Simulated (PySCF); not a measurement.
**How methods differ on the excitation energy of Sn⁺**

Sn⁺ [Kr] 4d10 5s2 5p1 (2P) → Sn⁺ [Kr] 4d10 5s2 5d1 (2D), as a difference of total energies. All numbers are calculated (PySCF 2.14, a scalar-relativistic core potential, in aug-cc-pVQZ-PP with ECP28MDF). Correlated levels: valence: 4s2 4p6 4d10 frozen. The calculations carry no spin-orbit coupling.

```json
{"method": "UHF", "excitation energy (cm⁻¹)": "62213"}
{"method": "MP2 (valence)", "excitation energy (cm⁻¹)": "61217"}
{"method": "SCS-MP2 (valence)", "excitation energy (cm⁻¹)": "61343"}
{"method": "CCSD (valence)", "excitation energy (cm⁻¹)": "55592"}
{"method": "CCSD(T) (valence)", "excitation energy (cm⁻¹)": "52578"}
```

Errors of the correlated levels include the incompleteness of this basis and the frozen core.

The coupled-cluster amplitudes are large for the upper state (T1 above 0.03 or a double amplitude above 0.15), so a single reference is strained.

Problem. Which method comes closest to the reference value, and which is furthest?

Solution. The reference is 68957 cm⁻¹ (measured; NIST levels, between the centres of gravity of the two terms). Closest: UHF (error -6743.6 cm⁻¹); furthest: CCSD(T) (valence) (error -16379 cm⁻¹).
